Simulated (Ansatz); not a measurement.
CH3BIN at its PBE0-D4/def2-TZVP geometry, where that method's forces vanish. The species carries charge 0 and has multiplicity 1. I: def2 effective core potential. The bonds changed during the relaxation, so this is another structure than the one it started from.

```xyz
7

B    -0.0007    0.8152    0.5350
C    -0.2909   -0.4591   -0.2724
N    -0.5137   -1.4153   -0.8777
I     2.2381    0.9280    0.3873
H    -0.5142    1.7460   -0.0232
H    -0.3465    0.6348    1.6705
H    -0.5721   -2.2496   -1.4195
```

(1) What forces (eV/Å) does ωB97M-V/def2-TZVPP give on these atoms in Ansatz 0.2.0? (An estimate is asked.)

Answers

(1) The calculation gave: 
```
B1   0.021  0.435  0.283
C2  -0.197 -0.540 -0.335
N3   0.092  0.231  0.142
I4   0.005  0.016  0.010
H5   0.059 -0.140  0.061
H6   0.037  0.005 -0.159
H7  -0.018 -0.007 -0.003
```
